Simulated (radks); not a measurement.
Task: Ionisation ladder of ytterbium, from Yb XLV to Yb LXV. Each ion is in the ground configuration listed by NIST, and IE = E(next ion) - E(this ion). Method: non-relativistic Kohn-Sham, TPSS, spin-polarised, spherical densities, point nucleus; open shells are filled with parallel spins first (spin-orbit coupling, left out, can overturn this in heavy ions); meta-GGA in the generalised Kohn-Sham scheme; relativity is left out, which matters for an element this heavy; computed with a radial shooting solver on a logarithmic mesh with Libxc functionals.

species    configuration  IE, Delta-SCF (eV)  -e(HOMO) (eV)     HOMO  <r> HOMO (bohr)
Yb XLV          [Ar] 3d8              3691.7         3633.2  3d down            0.189
Yb XLVI         [Ar] 3d7              3809.2         3750.3  3d down            0.187
Yb XLVII        [Ar] 3d6                   ?         3868.1  3d down            0.186
Yb XLVIII       [Ar] 3d5              4082.7         4021.4    3d up            0.184
Yb XLIX         [Ar] 3d4              4206.0         4144.2    3d up            0.182
Yb L            [Ar] 3d3              4330.3         4268.0    3d up            0.181
Yb LI           [Ar] 3d2              4455.3         4392.7    3d up            0.180
Yb LII          [Ar] 3d1              4581.0         4518.1    3d up            0.178
Yb LIII             [Ar]              4928.8         4874.9       3p            0.205
Yb LIV      [Ne] 3s2 3p5              5035.9         4982.5  3p down            0.204
Yb LV       [Ne] 3s2 3p4              5140.9         5088.9  3p down            0.203
Yb LVI      [Ne] 3s2 3p3                   ?         5228.4    3p up            0.202
Yb LVII     [Ne] 3s2 3p2              5393.1         5338.6    3p up            0.201
Yb LVIII    [Ne] 3s2 3p1              5500.6         5447.4    3p up            0.200
Yb LIX          [Ne] 3s2              5723.6         5678.6       3s            0.211
Yb LX           [Ne] 3s1              5838.2         5793.0    3s up            0.210
Yb LXI              [Ne]                   ?        13522.3       2p           0.0762
Yb LXII     [He] 2s2 2p5                   ?        13815.3  2p down           0.0757
Yb LXIII    [He] 2s2 2p4             14243.9        14104.3  2p down           0.0753
Yb LXIV     [He] 2s2 2p3             14639.1        14488.2    2p up           0.0747
Yb LXV      [He] 2s2 2p2             14939.0        14789.7    2p up           0.0743

Estimate the withheld Delta-SCF values.

Result: Yb XLVII: 3927.3 eV (NIST 3929); Yb LVI: 5283.6 eV (NIST 5339); Yb LXI: 13668.9 eV (NIST 13784); Yb LXII: 13960.3 eV (NIST 14093).
